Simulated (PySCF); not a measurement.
C₃H₉Al.
Cartesian coordinates in Å at the PBE0-D3(BJ)/def2-SVP level; atoms count from 1:
```
atom  x, y, z in Å
C1    -1.3396    0.2556   -1.0384
C2    -0.8558   -0.3539    0.2692
C3     0.6156   -0.7710    0.2173
Al4    1.9034    0.6869   -0.0726
H5    -0.7647    1.1649   -1.2927
H6    -2.3998    0.5478   -0.9930
H7    -1.2235   -0.4519   -1.8757
H8    -1.0076    0.3765    1.0834
H9    -1.4944   -1.2192    0.5217
H10    0.7690   -1.5539   -0.5489
H11    0.9086   -1.2554    1.1707
H12    3.3265    0.4077   -0.7362
H13    1.5580    2.1669    0.4162
```

Method: core-valence-separated Tamm–Dancoff BHandHLYP/aug-pcX-1 (pcseg-1 on H, def2-SVPD on Al) in PySCF, non-relativistic, gas phase, PBE0-D3(BJ)/def2-SVP geometry. Absolute energies from this functional tend to lie a few eV below measured edges; no shift was applied.

Task: List the carbon K-edge absorption lines.

Result: 
| E (eV) | f | core hole on | main final orbital |
| --- | --- | --- | --- |
| 283.64 | 0.0028 | C3 | LUMO (96 %) |
| 284.64 | 0.0100 | C1 | LUMO (79 %) |
| 284.67 | 0.0107 | C3 | LUMO+1 (53 %) |
| 285.04 | 0.0023 | C2 | LUMO (96 %) |
| 285.48 | 0.0264 | C3 | LUMO+5 (33 %) |
| 285.50 | 0.0140 | C2 | LUMO+1 (59 %) |
| 285.54 | 0.0121 | C1 | LUMO+1 (48 %) |
| 285.65 | 0.0265 | C3 | spread |
| 286.06 | 0.0043 | C3 | LUMO+3 (40 %) |
| 286.06 | 0.0276 | C1 | LUMO+3 (32 %) |
| 286.18 | 0.0299 | C2 | spread |
| 286.38 | 0.0076 | C1 | LUMO+2 (40 %) |
| 286.39 | 0.0009 | C3 | LUMO+2 (52 %) |
| 286.59 | 0.0118 | C1 | spread |
| 286.68 | 0.0045 | C2 | LUMO+2 (62 %) |

The first line with a tenth or more of the strongest one's intensity is at 284.64 eV (f = 0.010), with the hole on C1 (methyl carbon). The strongest listed is at 286.18 eV (f = 0.030; C2).

Roots within 0.03 eV whose holes lie on the same, on equivalent or on shared atoms are summed into one line, and the highest roots are left out, as the search may have cut off their partners. Final orbitals are the ground state's empty Kohn–Sham orbitals.

Task: What are the wavelength and the wavenumber of the 285.48 eV line?

Result: λ = 12398.42 eV Å/285.48 eV = 43.430 Å; 2.3026 × 10⁶ cm⁻¹.

The list ends where the root search ended, not at a threshold.

One conformer stands for the species.
